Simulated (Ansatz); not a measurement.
Ideal-gas functions of `[NH]=[Nb]([NH2])([F])[Cl]` at 400 K and 1 bar, from an Ansatz frequency run at PBE0-D4/def2-TZVP.

Molar mass 178.4 g/mol, point group C1 (symmetry number 1), electronic degeneracy 1, moments of inertia 160.622, 269.599, 291.531 u Å². Harmonic wavenumbers (cm⁻¹, unscaled): 135, 154, 181, 212, 247, 400, 434, 480, 524, 567, 631, 677, 730, 1034, 1545, 3559, 3646, 3676.

Use S(trans) = R[1.5 ln M + 2.5 ln T − 1.1517]; rotational temperatures θ = 24.2544 K / I; S(rot) = R[ln(√π/σ · √(T³/θAθBθC)) + 1.5]; for each mode x = 1.438777 ν̃/T, S = R[x/(eˣ − 1) − ln(1 − e⁻ˣ)] and H = RT x/(eˣ − 1); 1 cm⁻¹ = 0.0119627 kJ/mol; R = 8.31446 J/(mol·K).

**Question.** By hand: the entropy, in J/(mol·K).

**Answer.** Translation 179.6. Rotation: θ = 0.151, 0.09, 0.0832 K, giving 120.2. Vibration, mode by mode: 14.40, 13.33, 12.03, 10.77, 9.57, 5.97, 5.41, 4.74, 4.18, 3.69, 3.08, 2.71, 2.33, 0.97, 0.21, 0.00, 0.00, 0.00, in all 93.4. Electronic 0.0. Sum 393.2 J/(mol·K).

**Question.** By hand: H − E and G − E in kJ/mol, counted from the electronic energy.

**Answer.** Zero-point energy ½ × 18832 × 0.0119627 = 112.6; thermal vibration 20.7; translation, rotation and pV give 4 RT = 13.3. H − E = 146.6 kJ/mol, and G − E = 146.6 − 400 × 393.2/1000 = -10.7 kJ/mol.

Vibration gives 24 % of the entropy, 14.4 J/(mol·K) of it from the mode under 150 cm⁻¹: soft modes count most, and the harmonic formula is weakest for them. The sum counts one conformer and one mirror image; others add a mixing term.
